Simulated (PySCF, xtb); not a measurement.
2-bromoprop-1-ene (C₃H₅Br), SMILES C=C(C)Br.

Harmonic wavenumbers (cm⁻¹) from GFN2-xTB in xtb at its own minimum, in rising order: 159, 291, 333, 406, 523, 681, 884, 939, 1009, 1043, 1146, 1386, 1406, 1459, 1469, 1705, 3002, 3017, 3040, 3106, 3143.

**Question.** What does PBE-D3(BJ)/def2-SVP in PySCF give at its own minimum? (An estimate is asked for; the answer gives what the named calculation found.)

**Answer.** 202, 299, 347, 420, 543, 667, 852, 903, 966, 1014, 1135, 1327, 1357, 1386, 1404, 1663, 2970, 3052, 3075, 3083, 3193. Paired by order, the mean absolute difference is 35 cm⁻¹ and the zero-point energies are 43.1 and 42.7 kcal/mol.
